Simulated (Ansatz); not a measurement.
Reaction (redistribution): `[SiH]Br` + `CO[SiH](C)F` → `CO[Si]Br` + `C[SiH2]F`

Program: Ansatz. Geometries: PBE0-D4/def2-TZVP. ΔE: electronic, gas phase. CBS: MP2 limit from def2 TZ/QZ plus the TZ coupled-cluster correction, frozen cores. DFT in def2-TZVPP. For Br outer-core shells are correlated without core-valence functions, which leaves a few kJ/mol of doubt a bond. Scalar relativity is left out up to krypton. One conformer a species, not always the lowest.

CCSD(T)/CBS gives -48.9 kJ/mol.

**Question.** Another level gave -52.8 kJ/mol. Which?
A. CAM-B3LYP-D4/def2-TZVPP
B. BLYP/def2-TZVPP
C. CCSD/def2-TZVPP
D. BHLYP-D4/def2-TZVPP

**Answer.** A. CAM-B3LYP-D4 -52.8, BHLYP-D4 -48.5, BLYP -57.8, CCSD/def2-TZVPP -43.4 kJ/mol.

**Question.** What do rigid-rotor, harmonic-oscillator terms from PBE0-D4/def2-TZVP frequencies (298.15 K, 1 bar) make of the CCSD(T)/CBS value? (Best estimate.)

**Answer.** Computed: ΔZPE = +3.8 kJ/mol, ΔH = -46.0 kJ/mol, ΔS = 0 J/(mol·K), ΔG = -46.0 kJ/mol.

Largest T1 diagnostic among the species: 0.012.

From BLYP to BHLYP (50 % exact exchange), in def2-TZVPP and without D4, ΔE moves by +10.6 kJ/mol. Leaving LDA and LC-ωPBE aside and taking each functional with its dispersion term where it has one, the values, not all of them listed here, spread over 12.4 kJ/mol, from BLYP-D4 to B97M-V. In def2-TZVPP, CCSD(T) changes the Hartree–Fock value by −8.7 kJ/mol (the triples alone add −3.2 kJ/mol) and MP2 by −15.9 kJ/mol.
